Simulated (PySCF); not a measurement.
These 2 structures share the formula C6H6OS. The calculation used PBE0-D3(BJ)/def2-SVP geometry optimisation, gas phase in PySCF 2.14.0. One conformer each; no zero-point energy, no entropy. No frequencies were run at this level. Point groups hold within 0.08 Å.

Problem. Order them by energy at this level, lowest first, and give relative energies in kJ/mol.
A. `[CH3:1][C:2](=[S:3])[c:4]1[cH:5][cH:6][cH:7][o:8]1` with C1–C2–C4–C5 179°
B. `[CH3:1][C:2](=[O:3])[c:4]1[cH:5][cH:6][s:7][cH:8]1` with C1–C2–C4–C5 -1°

Solution. B (0.0), A (55.9).

As drawn, the lower has a C=O bond, which the higher lacks; the higher has a C=S bond, which the lower lacks.

```json
{"SMILES": "CC(=O)c1ccsc1", "E (Eh)": "-704.82799", "E rel (kJ/mol)": "0.0", "dipole (D)": "2.96", "point group": "Cs", "A, B, C (MHz)": "4274, 1165, 920.6"}
{"SMILES": "CC(=S)c1ccco1", "E (Eh)": "-704.80669", "E rel (kJ/mol)": "55.9", "dipole (D)": "3.43", "point group": "Cs", "A, B, C (MHz)": "3805, 1244, 943.0"}
```

Problem. How do the relative energies change in single points at PBE0/pcSseg-1 (no added dispersion term) on the same geometries?

Solution. 
```csv
SMILES,PBE0-D3(BJ)/def2-SVP (kJ/mol),PBE0/pcSseg-1 (kJ/mol),shift
CC(=O)c1ccsc1,0.0,0.0,0.0
CC(=S)c1ccco1,55.9,59.3,+3.4
```

Each column counts from its own lowest isomer. The order is unchanged; the largest shift is 3.4 kJ/mol.
